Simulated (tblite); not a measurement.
Compound: C₂H₅OSSi (doublet state).
Numbering: `[CH3:1][C:2](=[O:3])[S:4][SiH2:5]` (hydrogens: H6, H7, H8 on C1; H9, H10 on Si5)

Geometry (GFN2-xTB, Å), atoms numbered from 1 in this order:
```xyz
10
C2H5OSSi angstrom
C     -1.8233    0.1717   -0.3210
C     -0.4095   -0.0021    0.1137
O     -0.0051    0.1401    1.2615
S      0.7767   -0.4148   -1.0770
Si     2.2054   -0.4168    0.6023
H     -2.4304    0.5227    0.5102
H     -1.8718    0.8797   -1.1462
H     -2.2086   -0.7819   -0.6806
H      2.4043    0.9585    1.0140
H      3.3711   -1.0526   -0.0051
```

All values are computed: GFN2-xTB (tblite) harmonic vibrations without scaling, gas phase. The method is semi-empirical: single wavenumbers can be off by several per cent or more. Modes of hydrogen on silicon can be 10 to 20 % off. One conformer, not necessarily the lowest. Open shells enter through the occupations alone, without spin polarisation, and single modes of such species can be off by tens of per cent.

Harmonic wavenumbers (cm⁻¹): 33.7, 98.6, 124.5, 320.3, 334.9, 418.1, 470.8, 517.2, 556.4, 600.4, 697.2, 764.5, 983.3, 992.5, 1140.5, 1372.8, 1440.4, 1442.7, 1603.4, 2271.1, 2376.7, 3008.2, 3026.7, 3042.2.

A = 6326, B = 2437, C = 1801 MHz; mass 104.983 u (most abundant isotopes); point group C1, symmetry number 1; spin multiplicity 2.

Q: Zero-point energy?

A: ½Σν̃ = 13819 cm⁻¹ = 165.31 kJ/mol.

Q: What is S at 298.15 K and 1 bar for an ideal gas of classical rigid rotors and harmonic oscillators?

A: Translation 166.90, rotation 112.34, vibration 78.41, spin (R ln 2) 5.76: S = 363.4 J/(mol K).

Q: And Cp and H(298.15 K) − H(0)?

A: Cp = 109.19 J/(mol K), of which vibrations give 75.94 (their classical limit is 24 R = 199.5); H(298.15 K) − H(0) = 21.71 kJ/mol without the zero-point energy, 11.79 from vibrations.

Q: How do the functions run with temperature in this model?

A: 
| T (K) | S (J/(mol K)) | Cp (J/(mol K)) | H − H(0) (kJ/mol) | G − H(0) (kJ/mol) | ln q(vib) |
| --- | --- | --- | --- | --- | --- |
| 50 | 237.6 | 48.6 | 2.03 | -9.85 | 0.57 |
| 100 | 274.8 | 60.0 | 4.74 | -22.74 | 1.44 |
| 373.15 | 389.5 | 123.4 | 30.44 | -114.90 | 5.86 |
| 500 | 428.4 | 142.6 | 47.37 | -166.83 | 7.78 |
| 750 | 491.7 | 169.2 | 86.60 | -282.15 | 11.28 |
| 1000 | 542.9 | 186.7 | 131.23 | -411.67 | 14.39 |

q(vib) and H(0) count from the zero-point level.

Q: Blend soft modes into free rotors: weight 1/[1 + (100 cm⁻¹/ν̃)⁴] for the oscillator and the rest for a rotor with moment μB/(μ + B), μ = h/(8π²ν), B = 10⁻⁴⁴ kg m². What vibrational entropy results?

A: 69.79 J/(mol K) in place of 78.41, which changes −T·S at 298.15 K by +2.57 kJ/mol.

Hindered rotation and anharmonicity are outside this model. Other conformers, if any are populated, would add a mixing term that is left out. The structure is chiral; the term R ln 2 for an equal mix with its mirror image is left out.

On an Arm Neoverse V1 with one thread, shared host with 32 logical CPUs at a one-minute load of 47, this took 0.24 s. The figure is for the frequency step alone.
